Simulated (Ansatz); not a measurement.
Stepwise reaction of `[NH2][Y]([NH2])[Cl]` with hydrogen fluoride, as a gas-phase model of exchange steps in deposition or etching. ΔE in kJ/mol; ΔG adds harmonic PBE0-D4 terms to CCSD(T)/CBS, at 1 bar.

Program: Ansatz. Geometries: PBE0-D4/def2-TZVP. ΔE: electronic, gas phase. CBS: MP2 limit from def2 TZ/QZ plus the TZ coupled-cluster correction, frozen cores. This one scheme is used for every species. DFT in def2-TZVPP. B3LYP here is the variant with VWN-RPA as its local correlation; programs differ in this. def2 core potentials past Kr. For Y outer-core shells are correlated without core-valence functions, which leaves a few kJ/mol of doubt a bond. One conformer a species, not always the lowest.

```csv
step,reaction,PBE-D4,B3LYP-D4,ωB97M-V,CCSD(T)/CBS,ΔG(600 K)
2,`[NH2][Y]([F])[Cl]` + H–F → `[F][Y]([F])[Cl]` + NH₃,-125.9,-128.5,-127.6,-122.8,-117.8
```

Task: Give the row of step 1, `[NH2][Y]([NH2])[Cl]` + H–F → `[NH2][Y]([F])[Cl]` + NH₃. (Estimate.)

Result: Ansatz gave: 
```json
{"step": "1", "reaction": "`[NH2][Y]([NH2])[Cl]` + H–F → `[NH2][Y]([F])[Cl]` + NH₃", "PBE-D4": "-135.0", "B3LYP-D4": "-137.4", "ωB97M-V": "-136.1", "CCSD(T)/CBS": "-129.7", "ΔG(600 K)": "-128.6"}
```

Task: By hand: ΔE of the 2 steps together at CCSD(T)/CBS.

Result: (-129.7) + (-122.8) = -252.5 kJ/mol, or -126.2 kJ/mol a step.

In ΔE each step is higher than the one before. All are downhill at CCSD(T)/CBS. ΔG lies between -128.6 and -117.8 kJ/mol a step. PBE-D4 differs from CCSD(T)/CBS by -5.3 to -3.1 kJ/mol a step. Isolated molecules leave out the surface, adducts and barriers. Largest T1 diagnostic: 0.014.
